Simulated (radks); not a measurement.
Bi3+, configuration [Hg]. Method: Dirac Kohn-Sham, Slater X-alpha with alpha = 0.977, spin-unpolarised, spherical densities, point nucleus; computed with a radial shooting solver on a logarithmic mesh with Libxc functionals.

Spin-orbit splittings of the eigenvalues, e(l+1/2) - e(l-1/2), with zeta = 2 splitting/(2l+1) and mean radii in bohr:

| shell | occ. | splitting (eV) | zeta (eV) | <r> j=l-1/2 | <r> j=l+1/2 |
|---|---|---|---|---|---|
| 2p | 6 | 2343 | 1562 | 0.05370 | 0.06274 |
| 3p | 6 | 526.4 | 351.0 | 0.1608 | 0.1772 |
| 3d | 10 | 112.2 | 44.88 | 0.1536 | 0.1586 |
| 4p | 6 | 130.6 | 87.05 | 0.3751 | 0.4094 |
| 4d | 10 | ? | ? | 0.4119 | 0.4229 |
| 4f | 14 | 5.763 | 1.646 | 0.4301 | 0.4361 |
| 5p | 6 | 25.76 | 17.18 | 0.8716 | 0.9583 |
| 5d | 10 | 3.316 | 1.326 | 1.158 | 1.195 |

Estimate the 4d splitting.

Answer. 24.58 eV (zeta = 9.833 eV).
